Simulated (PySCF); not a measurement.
PySCF 2.14 output of an unrestricted PBE calculation on a single atom or ion in x2c-TZVPall (6s5p4d1f, 48 functions), with the spin-free X2C one-electron Hamiltonian (Gaussian nucleus):

```
SCF conv_tol = 1e-09
number electrons alpha = 11  beta = 9
    J. P. Perdew, K. Burke, and M. Ernzerhof.,  Phys. Rev. Lett. 77, 3865 (1996)
    J. P. Perdew, K. Burke, and M. Ernzerhof.,  Phys. Rev. Lett. 78, 1396 (1997)
    J. P. Perdew, K. Burke, and M. Ernzerhof.,  Phys. Rev. Lett. 77, 3865 (1996)
    J. P. Perdew, K. Burke, and M. Ernzerhof.,  Phys. Rev. Lett. 78, 1396 (1997)
cycle= 1 E= -763.713521472413  delta_E= -0.00596  |g|= 0.0102  |ddm|= 0.237
cycle= 2 E= -763.7135486547  delta_E= -2.72e-05  |g|= 0.00544  |ddm|= 0.0138
cycle= 3 E= -763.71355818686  delta_E= -9.53e-06  |g|= 0.00132  |ddm|= 0.00763
cycle= 4 E= -763.713558764968  delta_E= -5.78e-07  |g|= 5.34e-05  |ddm|= 0.00168
cycle= 5 E= -763.713558765069  delta_E= -1.02e-10  |g|= 1.7e-05  |ddm|= 0.00063
converged SCF energy = -763.713558765069  <S^2> = 2.0002879  2S+1 = 3.0001919
```

The run itself started from symmetry-adapted Hartree-Fock orbitals and held the occupation by maximum overlap, on a logarithmic radial grid, so the iterations belong to that start.

Question: Which element, charge and spin multiplicity is this?

Answer: Sc⁺ (scandium, charge +1), multiplicity 3; the state was [Ar] 3d1 4s1, high-spin 3D determinant.
